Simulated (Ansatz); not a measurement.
`C[SiH2]C(F)(F)F` + H₂ → `FC(F)(F)[SiH3]` + CH₄ at 700 K and 1 bar (hydrogenolysis of the Si–C bond).

Gas-phase electronic energies from Ansatz, PBE0-D4/def2-TZVP geometries. CCSD(T)/CBS adds triple-zeta CCSD(T) − MP2 to the extrapolated MP2 energy (def2 sets, frozen cores). This one scheme is used for every species.

| species | CCSD(T)/CBS energy (Eh) | H − E (kJ/mol) | S (J/(mol·K)) |
| --- | --- | --- | --- |
| `C[SiH2]C(F)(F)F` | -667.57559 | 264.1 | 490.8 |
| H₂ | -1.17544 | 46.8 | 155.3 |
| `FC(F)(F)[SiH3]` | -628.29609 | 168.9 | 414.4 |
| CH₄ | -40.46206 | 145.9 | 224.0 |

H − E and S are ideal-gas, rigid-rotor, harmonic terms from PBE0-D4/def2-TZVP. The MP2-based limit puts H₂ 0.8 mEh under its directly extrapolated value; such offsets cancel only in part. 1 Eh = 2625.50 kJ/mol, R = 8.31446 J/(mol·K).

Problem. By hand: ΔE, ΔH, ΔS and ΔG.

Solution. ΔE = (-628.29609) + (-40.46206) − (-667.57559) − (-1.17544) = -0.00712 Eh = -18.7 kJ/mol. Δ(H − E) = 168.9 + 145.9 − 264.1 − 46.8 = 3.9, so ΔH = -14.8 kJ/mol. ΔS = 414.4 + 224.0 − 490.8 − 155.3 = -7.7 J/(mol·K). ΔG = -14.8 − 700 × (-7.7)/1000 = -9.4 kJ/mol.

Problem. By hand: the equilibrium constant, and the temperature at which ΔG would vanish if ΔH and ΔS stayed fixed.

Solution. log₁₀ K = −ΔG/(RT ln 10) = 0.7. ΔG = 0 at ΔH/ΔS = 1922 K, though so small a ΔS makes that figure unsure.

TΔS isn't small against ΔH here. A doubt of 5 kJ/mol in ΔE shifts log₁₀ K by 0.4 here. Modes under 60 cm⁻¹, often nearly free rotors, make the harmonic entropy too high. These are equilibria of isolated gas molecules and say nothing of rates. Largest T1 diagnostic: 0.013 (customary marks: 0.02 for closed shells, 0.045 for open ones).
